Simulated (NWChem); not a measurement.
System: MgCl₂; SMILES [Cl][Mg][Cl]

NWChem input:

```
start job
memory heap 200 mb stack 900 mb global 1100 mb
geometry units angstroms noautosym nocenter noautoz
  Mg     0.000000     0.000000     0.041935
  Cl     2.192978     0.000000     0.042135
  Cl    -2.192978     0.000000     0.042135
end
basis spherical
  * library 6-31+g*
end
dft
  xc hfexch
  iterations 150
end
property
  response 1 0.0
end
task dft property
```

Excerpt of the output:

```
             Northwest Computational Chemistry Package (NWChem) 7.3.0
             --------------------------------------------------------

                             Geometry "geometry" -> ""
                             -------------------------

 Output coordinates in angstroms (scale by  1.889725989 to convert to a.u.)

  No.       Tag          Charge          X              Y              Z
 ---- ---------------- ---------- -------------- -------------- --------------
    1 Mg                  12.0000     0.00000000     0.00000000     0.04193500
    2 Cl                  17.0000     2.19297800     0.00000000     0.04213500
    3 Cl                  17.0000    -2.19297800     0.00000000     0.04213500

 Effective nuclear repulsion energy (a.u.)     133.3211866122

  xc_inp: hfexch multiplicative factor not found.
                              NWChem Property Module
                              ----------------------

                                 NWChem DFT Module
                                 -----------------

 Summary of "ao basis" -> "ao basis" (spherical)
 ------------------------------------------------------------------------------
       Tag                 Description            Shells   Functions and Types
 ---------------- ------------------------------  ------  ---------------------
 Mg                         6-31+g*                 10       22   5s4p1d
 Cl                         6-31+g*                 10       22   5s4p1d

            General Information
            -------------------
          SCF calculation type: DFT
          Wavefunction type:  closed shell.
          No. of atoms     :     3
          No. of electrons :    46
           Alpha electrons :    23
            Beta electrons :    23
          Charge           :     0
          Spin multiplicity:     1
          Use of symmetry is: off; symmetry adaption is: off
          Maximum number of iterations: 150
          AO basis - number of functions:    66
                     number of shells:    30
          Convergence on energy requested:  1.00D-06
          Convergence on density requested:  1.00D-05
          Convergence on gradient requested:  5.00D-04

              XC Information
              --------------
                     Hartree-Fock (Exact) Exchange  1.000

      Superposition of Atomic Density Guess
      -------------------------------------

 Sum of atomic energies:       -1118.49781902

      Non-variational initial energy
      ------------------------------

 Total energy =   -1118.704829
 1-e energy   =   -1815.037669
 2-e energy   =     563.011653
 HOMO         =      -0.458120
 LUMO         =      -0.083957

   convergence    iter        energy       DeltaE   RMS-Dens  Diis-err
 ---------------- ----- ----------------- --------- --------- ---------
 d= 0,ls=0.0,diis     1  -1118.6846442733 -1.25D+03  1.27D-02  1.90D-01
 d= 0,ls=0.0,diis     2  -1118.7211765618 -3.65D-02  3.54D-03  2.68D-02
 d= 0,ls=0.0,diis     3  -1118.7255823591 -4.41D-03  7.09D-04  6.15D-04
 d= 0,ls=0.0,diis     4  -1118.7258924137 -3.10D-04  1.73D-04  3.21D-05
 d= 0,ls=0.0,diis     5  -1118.7259105126 -1.81D-05  5.41D-05  2.89D-06
  Resetting Diis
 d= 0,ls=0.0,diis     6  -1118.7259118715 -1.36D-06  1.34D-05  1.53D-07
 d= 0,ls=0.0,diis     7  -1118.7259119312 -5.97D-08  2.37D-06  3.40D-09

         Total DFT energy =    -1118.725911931198
      One electron energy =    -1816.869059000084
           Coulomb energy =      636.138584189367
    Exchange-Corr. energy =      -71.316623732679
 Nuclear repulsion energy =      133.321186612198

 Numeric. integr. density =        0.000000000000

                       DFT Final Molecular Orbital Analysis
                       ------------------------------------

 Vector   21  Occ=2.000000D+00  E=-4.551257D-01
              MO Center=  4.6D-12, -3.2D-12,  4.2D-02, r^2= 5.8D+00
   Bfn.  Coefficient  Atom+Function         Bfn.  Coefficient  Atom+Function
  ----- ------------  ---------------      ----- ------------  ---------------
    30      0.485029  2 Cl py                52      0.485029  3 Cl py
    34      0.282250  2 Cl py                56      0.282250  3 Cl py
    26     -0.189043  2 Cl py                48     -0.189043  3 Cl py
     8      0.101396  1 Mg py                 4     -0.048507  1 Mg py

 Vector   22  Occ=2.000000D+00  E=-4.518358D-01
              MO Center= -4.6D-12,  7.3D-09,  4.2D-02, r^2= 5.8D+00
   Bfn.  Coefficient  Atom+Function         Bfn.  Coefficient  Atom+Function
  ----- ------------  ---------------      ----- ------------  ---------------
    30      0.492802  2 Cl py                52     -0.492802  3 Cl py
    34      0.268605  2 Cl py                56     -0.268605  3 Cl py
    26     -0.191540  2 Cl py                48      0.191540  3 Cl py
    18      0.080356  1 Mg d -2              38      0.025850  2 Cl py
    60     -0.025850  3 Cl py

 Vector   23  Occ=2.000000D+00  E=-4.518358D-01
              MO Center=  1.0D-11, -7.3D-09,  4.2D-02, r^2= 5.8D+00
   Bfn.  Coefficient  Atom+Function         Bfn.  Coefficient  Atom+Function
  ----- ------------  ---------------      ----- ------------  ---------------
    31      0.492802  2 Cl pz                53     -0.492802  3 Cl pz
    35      0.268605  2 Cl pz                57     -0.268605  3 Cl pz
    27     -0.191540  2 Cl pz                49      0.191540  3 Cl pz
    21     -0.080356  1 Mg d  1              39      0.025850  2 Cl pz
    61     -0.025850  3 Cl pz

 Vector   24  Occ=0.000000D+00  E= 1.277161D-03
              MO Center=  2.4D-13, -8.8D-15,  4.1D-02, r^2= 1.4D+01
   Bfn.  Coefficient  Atom+Function         Bfn.  Coefficient  Atom+Function
  ----- ------------  ---------------      ----- ------------  ---------------
    14      1.062377  1 Mg s                 10      0.564537  1 Mg s
    36     -0.447872  2 Cl s                 58     -0.447872  3 Cl s
     6      0.169693  1 Mg s                 29      0.113432  2 Cl px
    51     -0.113432  3 Cl px                28     -0.112296  2 Cl s
    50     -0.112296  3 Cl s                  2     -0.104816  1 Mg s

 Vector   25  Occ=0.000000D+00  E= 2.573558D-02
              MO Center= -1.3D-13,  5.1D-11,  4.2D-02, r^2= 2.6D+01
   Bfn.  Coefficient  Atom+Function         Bfn.  Coefficient  Atom+Function
  ----- ------------  ---------------      ----- ------------  ---------------
    16      1.120171  1 Mg py                38     -0.204425  2 Cl py
    60     -0.204425  3 Cl py                 8      0.123951  1 Mg py
    30     -0.085400  2 Cl py                52     -0.085400  3 Cl py
    12      0.073022  1 Mg py                34     -0.042330  2 Cl py
    56     -0.042330  3 Cl py                 4     -0.039466  1 Mg py

 Vector   26  Occ=0.000000D+00  E= 2.573559D-02
              MO Center=  6.4D-14, -5.1D-11,  4.3D-02, r^2= 2.6D+01
   Bfn.  Coefficient  Atom+Function         Bfn.  Coefficient  Atom+Function
  ----- ------------  ---------------      ----- ------------  ---------------
    17      1.120171  1 Mg pz                39     -0.204425  2 Cl pz
    61     -0.204425  3 Cl pz                 9      0.123951  1 Mg pz
    31     -0.085400  2 Cl pz                53     -0.085400  3 Cl pz
    13      0.073022  1 Mg pz                35     -0.042330  2 Cl pz
    57     -0.042330  3 Cl pz                 5     -0.039466  1 Mg pz

     Multipole analysis of the density
     ---------------------------------

     L   x y z        total         alpha         beta         nuclear
     -   - - -        -----         -----         ----         -------
     0   0 0 0     -0.000000    -23.000000    -23.000000     46.000000

     1   1 0 0      0.000000      0.000000      0.000000      0.000000
     1   0 1 0      0.000000      0.000000      0.000000      0.000000
     1   0 0 1     -0.000443     -1.829297     -1.829297      3.658150

     2   2 0 0    -40.330610   -312.119784   -312.119784    583.908958
     2   1 1 0      0.000000      0.000000      0.000000      0.000000
     2   1 0 1      0.000000      0.000000      0.000000      0.000000
     2   0 2 0    -24.937443    -12.468721    -12.468721      0.000000
     2   0 1 1     -0.000000     -0.000000     -0.000000      0.000000
     2   0 0 2    -24.937513    -12.614215    -12.614215      0.290916

 *** CALLING NEW AORESP DRIVER FOR CLOSED AND OPEN SHELLS ***
 Entering AOResponse driver routine

--------------------------------------------------------------------------------

          -----------------------------------------------
          Solving response equations for perturbing field
          -----------------------------------------------

 number of frequencies:     1
 frequency in a.u.:  0.0000000E+00
 Perturbing field: electric
 Using El. Dipole Length Gauge

 Setting up CPKS with frequency omega =      0.00000000 a.u.

 STATIC response

                                NWChem CPHF Module
                                ------------------

  scftype          =     RHF
  nclosed          =       23
  nopen            =        0
  variables        =      989
  # of vectors     =        3
  tolerance        = 0.10D-03
  level shift      = 0.00D+00
  max iterations   =       50
  max subspace     =       30

 SCF residual:    3.0682380270107736E-005

Iterative solution of linear equations
  No. of variables      989
  No. of equations        3
  Maximum subspace       30
        Iterations       50
       Convergence  1.0D-04

   iter   nsub   residual    time
   ----  ------  --------  ---------
     1      3    9.30D-01       7.6
     2      6    4.35D-01       9.4
     3      9    7.08D-02      11.1
     4     12    3.12D-02      12.8
     5     15    5.21D-03      14.7
     6     18    9.03D-04      16.4
     7     21    7.98D-05      18.1

 Electric Dipole Response Matrix (nonzero elements):

              1        2        3
    1   49.8411  -0.0000  -0.0000
    2   -0.0000  27.5433   0.0000
    3   -0.0000   0.0000  27.5433

 ------------------------------------------
 average:        34.97586 + I       0.00000

 DFT Linear Response polarizability / au
 Frequency  =       0.0000000 / au
              X              Y              Z
 -----------------------------------------------
 X      49.8410885     -0.0000000     -0.0000000
 Y      -0.0000000     27.5432520      0.0000000
 Z      -0.0000000      0.0000000     27.5432521
 -----------------------------------------------
 Eigenvalues =      49.8410885     27.5432520     27.5432521
 Isotropic   =      34.9758642
 Anisotropic =      22.2978364
 -----------------------------------------------

 Magnetic Dipole Response Matrix (nonzero elements):

 Exiting AOResponse driver routine
```

Level: Hartree-Fock/6-31+G* (spherical d). All runs use the structure optimised with PBE0/def2-SVP.
